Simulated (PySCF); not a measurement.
# Correlation energy of Rb⁸⁺ (rubidium, charge +8)

[Ar] 3d10 4s1, 2S determinant. Computed with PySCF 2.14 in an even-tempered Gaussian basis (19 s from 0.18 bohr⁻², ratio 2.5; 13 p from 0.23 bohr⁻², ratio 2.5; 10 d from 0.42 bohr⁻², ratio 2.5; 5 f from 1.7 bohr⁻², ratio 2.7; 5 g from 2.5 bohr⁻², ratio 2.7), with the non-relativistic Hamiltonian (point nucleus). Frozen: [Ne]; 19 electrons correlated; the 32 highest virtual orbitals of each spin left out.

MP2 pair energies summed by pair of shells (mhartree):

```tsv
pair	energy	share (%)
3d-3d	-416.34	48.5
3p-3d	-241.53	28.1
3p-3p	-61.23	7.1
3s-3d	-58.06	6.8
3d-4s	-38.51	4.5
3s-3p	-29.17	3.4
3p-4s	-8.18	1.0
3s-3s	-4.58	0.5
3s-4s	-1.46	0.2
```

Total MP2 correlation energy: -859.07 mhartree.

Same-spin part -284.77 and opposite-spin part -574.30 mhartree; SCS-MP2 scales them by 1/3 and 6/5 to -784.08 mhartree.
